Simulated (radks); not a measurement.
Sc, configuration [Ar] 3d1 4f2 (not the ground configuration). All-electron calculation, non-relativistic Kohn-Sham, SOGGA, spin-polarised, spherical densities, point nucleus; open shells are filled with parallel spins first. Program: a radial shooting solver on a logarithmic mesh with Libxc functionals.

Local quantities along the radius. ELF = 1/(1 + alpha^2) is the electron localisation function; alpha = (tau - tau_W)/tau_unif compares the Pauli kinetic energy density with that of the uniform gas (summed over spins); r v_xc is r times the local exchange-correlation potential of spin up (hartree bohr); -r V(r) is the screened charge that the Kohn-Sham potential of spin up presents (atomic units); 4 pi r^2 rho is in e/bohr.

r (bohr)	ELF	alpha	r v_xc	-r V(r)	4 pi r^2 rho
0.00596	1.000	0.01551	-0.1186	20.61	2.144
0.008013	1.000	0.01742	-0.1494	20.47	3.556
0.01086	1.000	0.02049	-0.1892	20.28	5.797
0.01472	0.999	0.02555	-0.2378	20.01	9.061
0.01995	0.999	0.03449	-0.2950	19.66	13.38
0.02703	0.997	0.05184	-0.3582	19.20	18.31
0.03664	0.992	0.08981	-0.4217	18.61	22.67
0.04926	0.968	0.1817	-0.4746	17.89	24.68
0.06676	0.834	0.4466	-0.5088	16.97	23.31
0.09048	0.443	1.121	-0.5202	15.86	19.81
0.1226	0.261	1.681	-0.5405	14.56	18.34
0.1662	0.482	1.036	-0.6632	13.14	21.73
0.2252	0.783	0.5269	-0.8046	11.58	26.00
0.3028	0.847	0.4253	-0.8623	10.00	23.50
0.4104	0.595	0.8242	-0.7897	8.385	14.04
0.5562	0.120	2.714	-0.6428	6.770	7.328
0.7538	0.474	1.054	-0.8389	5.454	7.938
1.022	0.846	0.4260	-0.9915	4.206	8.790
1.384	0.803	0.4955	-0.9598	3.200	5.586
1.876	0.459	1.086	-0.7408	2.478	1.955
2.523	0.065	3.802	-0.5072	1.990	0.4274
3.419	0.003	17.81	-0.4314	1.696	0.08167
4.634	0.003	19.60	-0.5076	1.514	0.06300
6.28	0.016	7.954	-0.5671	1.260	0.1370
8.511	0.045	4.588	-0.7473	1.110	0.2270
11.53	0.059	3.991	-0.9304	1.047	0.2064
15.51	0.019	7.220	-0.5420	0.5622	0.06309
21.02	0.002	24.72	-0.4107	0.4122	0.007349
28.48	0.000	187.6	-0.1603	0.1603	0.0002593

On this mesh the ELF has minima near r = 0.12, 0.56, 4.0 bohr, which separate the shells, and maxima near 0.30 (0.85), 1.2 (0.85).

Self-consistent cycle (total energy in hartree, residual of the potential): 1: -758.555165, 2e+00; 2: -758.758420, 1e+00; 3: -758.827565, 2e-01; 4: -758.828868, 2e-02; 5: -758.828977, 3e-03; 6: -758.829006, 1e-03; 7: -758.829014, 4e-04; 8: -758.829015, 9e-05; 9: -758.829015, 5e-05; 10: -758.829015, 6e-06; 11: -758.829015, 3e-06; 12: -758.829015, 1e-06; 13: -758.829015, 2e-07; 14: -758.829015, 8e-08; 15: -758.829015, 2e-08; 16: -758.829015, 9e-09; 17: -758.829015, 1e-09.
